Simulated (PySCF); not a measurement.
Ge(F)(Br)(OH)2 (BrFGeH₂O₂), SMILES [OH][Ge]([OH])([F])[Br]. Geometry optimised at B3LYP-D3(BJ)/def2-SVP. This is a generated structure with no PubChem entry under its InChIKey; it may be hypothetical. The values are those of a single conformer.

The numbers are results of B3LYP-D3(BJ)/def2-SVP (PySCF 2.14.0), not measurements.

Harmonic wavenumbers (cm⁻¹): 111, 126, 171, 189, 233, 248, 268, 335, 703, 743, 762, 896, 919, 3816, 3831. Rotational constants (GHz): 3.491, 1.267, 1.250; symmetry number 1.

Task: Work out the zero-point energy and the ideal-gas rigid-rotor harmonic-oscillator thermochemistry at 298.15 K and 1 atm.

Result: ZPE = ½ Σ hcν = ½ × 13351 cm⁻¹ = 19.09 kcal/mol. H − E(el) = 24.49 kcal/mol. Entropy in cal/(mol K): translation 41.87, rotation 28.45, vibration 18.44, total 88.76. G − E(el) = -1.98 kcal/mol. Cp = 25.71 cal/(mol K). Modes under 150 cm⁻¹ make the vibrational entropy uncertain.
